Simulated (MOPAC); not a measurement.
Input for MOPAC: PM6 on BeBr, 2S+1 = 2, a spin state set in the input, which need not be the lowest, a point of a bond scan (R = 2.031 Å).

```
PM6 1SCF PRECISE CHARGE=0 UHF MS=0.5 THREADS=1
BeBr

Be     0.00000000 1     0.00000000 1     0.00000000 1
Br     0.00000000 1     0.00000000 1     2.03112300 1
```

The log:

```
*******************************************************************************
 **                                                                           **
 **                              MOPAC v23.2.5                                **
 **                                                                           **
 *******************************************************************************
 ** MOPAC's Digital Object Identifier: https://doi.org/10.5281/zenodo.6511958 **
 **                                                                           **
 ** Please cite the open-source release paper for use of this MOPAC version:  **
 ** J. E. Moussa and J. J. P. Stewart (2026)                                  **
 ** MOPAC: An open-source semiempirical molecular orbital program             **
 ** J. Open Source Softw., 11(119), 8025, https://doi.org/10.21105/joss.08025 **
 *******************************************************************************

                              PM6 CALCULATION RESULTS

 *******************************************************************************
 *  PM6        - The PM6 Hamiltonian to be used
 *  UHF        - UNRESTRICTED HARTREE-FOCK CALCULATION
 *
 *
 *
 *                 CHARGE ON SYSTEM = 0
 *
 *
 *
 *  MS=        - IN MECI, MAGNETIC COMPONENT OF SPIN =  0.5
 *  PRECISE    - TIGHTER CRITERIA TO BE USED
 *  1SCF       - DO 1 SCF AND THEN STOP
 *  THREADS=1  - MULTI-THREADING NOT USED
 *  T=         - A TIME OF 172800.0 SECONDS REQUESTED
 *  DUMP=N     - RESTART FILE WRITTEN EVERY 7200.0 SECONDS REQUESTED
 *******************************************************************************
PM6 1SCF PRECISE CHARGE=0 UHF MS=0.5 THREADS=1
 BeBr

   ATOM   CHEMICAL          X               Y               Z
  NUMBER   SYMBOL      (ANGSTROMS)     (ANGSTROMS)     (ANGSTROMS)

     1      Be          0.00000000  *   0.00000000  *   0.00000000  *
     2      Br          0.00000000  *   0.00000000  *   2.03112300  *



          CARTESIAN COORDINATES

    NO.       ATOM           X           Y           Z

     1        Be          0.0000      0.0000      0.0000
     2        Br          0.0000      0.0000      2.0311

 General Reference for PM6:
 "Optimization of Parameters for Semiempirical Methods V: Modification of NDDO Approximations
 and Application to 70 Elements", J. J. P. Stewart, J. Mol. Mod., 13, 1173-1213 (2007)
 URL: https://link.springer.com/article/10.1007/s00894-007-0233-4

           Empirical Formula: Be Br  =     2 atoms



      MOLECULAR POINT GROUP   :   C*v


          UHF CALCULATION, NO. OF ALPHA ELECTRONS =    5
                           NO. OF BETA  ELECTRONS =    4

 -------------------------------------------------------------------------------
 PM6 1SCF PRECISE CHARGE=0 UHF MS=0.5 THREADS=1
 BeBr



     1SCF WAS SPECIFIED, SO BFGS WAS NOT USED
     SCF FIELD WAS ACHIEVED


                              PM6 CALCULATION
                                                       MOPAC v23.2.5 Linux




          FINAL HEAT OF FORMATION =         20.05656 KCAL/MOL =      83.91663 KJ/MOL


          COSMO AREA              =         86.80 SQUARE ANGSTROMS
          COSMO VOLUME            =         71.53 CUBIC ANGSTROMS

          IONIZATION POTENTIAL    =          9.163173 EV
          ALPHA SOMO LUMO (EV)    =         -9.163  1.699
          BETA  SOMO LUMO (EV)    =        -10.794  0.036
          NO. OF ALPHA ELECTRONS  =          5
          NO. OF BETA  ELECTRONS  =          4
          MOLECULAR WEIGHT        =         88.9162         POINT GROUP:  C*v

          MOLECULAR DIMENSIONS (Angstroms)

            Atom       Atom       Distance
           Br     2   Be     1     2.03112
           Br     2   Be     1     0.00000
           Be     1   Br     2     0.00000


          SCF CALCULATIONS        =          1





   ATOM   CHEMICAL          X               Y               Z
  NUMBER   SYMBOL      (ANGSTROMS)     (ANGSTROMS)     (ANGSTROMS)

     1      Be          0.00000000  *   0.00000000  *   0.00000000  *
     2      Br          0.00000000  *   0.00000000  *   2.03112300  *

                             CARTESIAN COORDINATES

   1   Be        0.000000000     0.000000000     0.000000000
   2   Br        0.000000000     0.000000000     2.031123000


           Empirical Formula: Be Br  =     2 atoms



      MOLECULAR POINT GROUP   :   C*v


          ALPHA EIGENVALUES
 -28.01936 -12.94476 -10.81703 -10.81703  -9.16317   1.69881   3.01911   3.01911
 114.92787 115.07261 115.07261 115.49317 115.49317


           BETA EIGENVALUES
 -27.75686 -12.87587 -10.79401 -10.79401   0.03568   3.55969   3.73011   3.73011
 115.16997 115.25253 115.25253 115.49662 115.49662


              NET ATOMIC CHARGES AND DIPOLE CONTRIBUTIONS

  ATOM NO.   TYPE          CHARGE      No. of ELECS.   s-Pop       p-Pop       d-Pop
    1         Be           0.365756        1.6342     0.94764     0.68660
    2         Br          -0.365756        7.3658     1.97253     5.39183     0.00140
 DIPOLE           X         Y         Z       TOTAL
 POINT-CHG.     0.000     0.000    -3.568     3.568
 HYBRID         0.000    -0.000     1.457     1.457
 SUM            0.000    -0.000    -2.112     2.112


          ATOMIC ORBITAL ELECTRON POPULATIONS

     Atom    s        px        py        pz      x^2-y^2     xz        z^2       yz        xy
    1 Be   0.94764   0.04547   0.04547   0.59566
    2 Br   1.97253   1.95432   1.95432   1.48318   0.00000   0.00020   0.00099   0.00020   0.00000


                    (SZ)    =    0.500000
                    (S**2)  =    0.752171


          ATOMIC ORBITAL SPIN POPULATIONS

    Atom   Total    s     px     py     pz   x^2-y^2  xz     z^2    yz     xy
         Atomic
    1 Be  0.9443  0.561  0.003  0.003  0.378
    2 Br  0.0557 -0.001 -0.003 -0.003  0.063  0.000  0.000  0.000  0.000  0.000

 **********************
 *                    *
 * JOB ENDED NORMALLY *
 *                    *
 **********************




 == MOPAC DONE ==
```

The run finished.

Cost: around 0.03 core-seconds (rough).
